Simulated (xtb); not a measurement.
C$_{4}$H$_{12}$O$_{4}$Si, charge +1, doublet, from a rough starting geometry (a state made from the parent by changing its charge; the spin is typed, not shown lowest); xtb with GFN2-xTB.

xtb was given this input:
```
$ xtb mol.xyz --gfn 2 --chrg 1 --uhf 1 --opt vtight --json

# file mol.xyz
21

C      0.24015560    -2.17571809    -1.63683312
O     -0.18884169    -0.79610478    -1.41116134
Si    -0.05442537     0.06295129    -0.04802140
O     -0.55744615     1.48455645    -0.25897925
C     -1.79619004     1.86547609    -0.75814203
O     -0.82053762    -0.80660691     1.10501779
C     -0.95972364    -0.59375192     2.44838857
O      1.45156600     0.17350008     0.52313868
C      2.57040350     0.83472934    -0.00593803
H     -0.45319165    -2.80511454    -1.09114707
H      1.25618371    -2.33462610    -1.31977166
H      0.14359861    -2.26370446    -2.70109276
H     -1.90756235     2.91035802    -0.64956300
H     -2.61708941     1.38134140    -0.22920569
H     -1.93225476     1.54029614    -1.79571133
H      0.07768387    -0.64333758     3.02677430
H     -1.32102221     0.47501729     2.60872196
H     -1.70709983    -1.27880983     2.86515822
H      2.72762530     0.52627602    -1.06184528
H      2.42681978     1.95212734    -0.02808743
H      3.52735305     0.64677791     0.50332998
```

Q: What does xtb print? Leave out banner, timings and long lists.

A: 
```
   ID    Z sym.   atoms
    1    6 C      1, 5, 7, 9
    2    8 O      2, 4, 6, 8
    3   14 Si     3
    4    1 H      10-21

           -------------------------------------------------
          |                Calculation Setup                |
           -------------------------------------------------

           -------------------------------------------------
          |                 G F N 2 - x T B                 |
           -------------------------------------------------

          ...................................................
          :                      SETUP                      :
          :.................................................:
          :  # basis functions                  54          :
          :  # atomic orbitals                  53          :
          :  # shells                           31          :
          :  # electrons                        55          :
          :  max. iterations                   250          :
          :  Hamiltonian                  GFN2-xTB          :
          :  restarted?                      false          :
          :  GBSA solvation                  false          :
          :  PC potential                    false          :
          :  electronic temp.          300.0000000     K    :
          :  accuracy                    1.0000000          :
          :  -> integral cutoff          0.2500000E+02      :
          :  -> integral neglect         0.1000000E-07      :
          :  -> SCF convergence          0.1000000E-05 Eh   :
          :  -> wf. convergence          0.1000000E-03 e    :
          :  Broyden damping             0.4000000          :
          :  net charge                          1          :
          :  unpaired electrons                  1          :
          ...................................................

 iter      E             dE          RMSdq      gap      omega  full diag
   1    -32.5134123 -0.325134E+02  0.554E+00    9.53       0.0  T
   2    -32.5386283 -0.252161E-01  0.365E+00    8.38       1.0  T
   3    -32.5297393  0.888900E-02  0.280E+00    8.15       1.0  T
   4    -32.5355928 -0.585347E-02  0.164E+00    8.53       1.0  T
   5    -32.5579984 -0.224056E-01  0.141E+00    8.60       1.0  T
   6    -32.5678773 -0.987889E-02  0.117E+00    8.61       1.0  T
   7    -32.5968156 -0.289383E-01  0.685E-01    8.69       1.0  T
   8    -32.6028867 -0.607112E-02  0.477E-01    8.77       1.0  T
[...]
 * total energy  :   -32.3428756 Eh     change       -0.1582136E-05 Eh
 * total energy  :   -32.3428772 Eh     change       -0.1606497E-05 Eh
 * total energy  :   -32.3428780 Eh     change       -0.7565513E-06 Eh
 * total energy  :   -32.3428780 Eh     change       -0.3056895E-07 Eh
 * total energy  :   -32.3428786 Eh     change       -0.6273442E-06 Eh
 * total energy  :   -32.3428791 Eh     change       -0.4379863E-06 Eh
 * total energy  :   -32.3428797 Eh     change       -0.6296997E-06 Eh
 * total energy  :   -32.3428805 Eh     change       -0.8420208E-06 Eh
 * total energy  :   -32.3428810 Eh     change       -0.4983380E-06 Eh
 * total energy  :   -32.3428812 Eh     change       -0.2047061E-06 Eh
 * total energy  :   -32.3428814 Eh     change       -0.1864322E-06 Eh
 * total energy  :   -32.3428815 Eh     change       -0.9060015E-07 Eh
   *** GEOMETRY OPTIMIZATION CONVERGED AFTER 44 ITERATIONS ***
         :: total energy             -32.342881506708 Eh    ::
[...]
 ---------------------------------------------------------------------------
     1   6 C    3.854 --     2 O    1.004    10 H    0.978    11 H    0.919
                            12 H    0.919
     2   8 O    2.300 --     3 Si   1.106     1 C    1.004
     3  14 Si   4.492 --     6 O    1.109     4 O    1.109     2 O    1.106
                             8 O    1.106
     4   8 O    2.299 --     3 Si   1.109     5 C    1.003
     5   6 C    3.854 --     4 O    1.003    15 H    0.977    13 H    0.921
                            14 H    0.919
     6   8 O    2.299 --     3 Si   1.109     7 C    1.003
     7   6 C    3.854 --     6 O    1.003    16 H    0.977    18 H    0.920
                            17 H    0.919
     8   8 O    2.300 --     3 Si   1.106     9 C    1.004
     9   6 C    3.854 --     8 O    1.004    20 H    0.978    19 H    0.919
                            21 H    0.919
    10   1 H    0.991 --     1 C    0.978
    11   1 H    0.948 --     1 C    0.919
    12   1 H    0.941 --     1 C    0.919
    13   1 H    0.945 --     5 C    0.921
    14   1 H    0.949 --     5 C    0.919
    15   1 H    0.991 --     5 C    0.977
    16   1 H    0.991 --     7 C    0.977
    17   1 H    0.949 --     7 C    0.919
    18   1 H    0.945 --     7 C    0.920
    19   1 H    0.947 --     9 C    0.919
    20   1 H    0.991 --     9 C    0.978
    21   1 H    0.942 --     9 C    0.919
 ---------------------------------------------------------------------------

Topologies differ in total number of bonds
Writing topology from bond orders to xtbtopo.mol

molecular dipole:
                 x           y           z       tot (Debye)
 q only:        0.012       0.011       0.005
   full:        0.011       0.011       0.006       0.043
molecular quadrupole (traceless):
                xx          xy          yy          xz          yz          zz
 q only:       -0.275       0.379       0.259       0.394      -0.101       0.016
  q+dip:        0.375      -0.264      -0.195      -0.429       0.295      -0.180
   full:        0.103       0.013      -0.010      -0.072       0.133      -0.094

optimized geometry written to: xtbopt.xyz

           -------------------------------------------------
          | TOTAL ENERGY              -32.342881506708 Eh   |
          | GRADIENT NORM               0.000094598896 Eh/α |
          | HOMO-LUMO GAP               8.750052170726 eV   |
           -------------------------------------------------
```
